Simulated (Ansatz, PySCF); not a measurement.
Reaction (SMILES): [Na][Cl] -> Na atom + Cl atom (the Cl-Na bond at the site shown breaks; other sites are not compared here)
Structures are relaxed separately at B3LYP-D3(BJ)/def2-TZVP in Ansatz (a first-principles code).

Quantity: bond dissociation energy (enthalpy at 298 K, with B3LYP-D3(BJ) rigid-rotor harmonic-oscillator terms from PySCF), in kcal/mol. Cores are frozen in the correlated levels unless marked. UHF or UKS for open shells. Spin-orbit coupling is left out. No relativistic terms. Basis-set limits of correlation are two-point, X^-3; Hartree-Fock from the larger set.

| level | program | bond dissociation energy (kcal/mol) |
|---|---|---|
| revPBE/def2-TZVPD | Ansatz | 91.8 |
| TPSS-D4/def2-TZVPD | PySCF + dftd4 | 96.8 |
| HSE06-D4/def2-TZVPD | Ansatz + dftd4 | 94.2 |
| B2GP-PLYP-D3(BJ)/def2-TZVPD | Ansatz + dftd3 | 96.0 |

Problem. Estimate the value at CCSD(T)/CBS(def2-TZVPPD,def2-QZVPPD) as computed with Ansatz.

Solution. 99.7 kcal/mol, so B2GP-PLYP-D3(BJ)/def2-TZVPD differs from it by -3.7 kcal/mol.
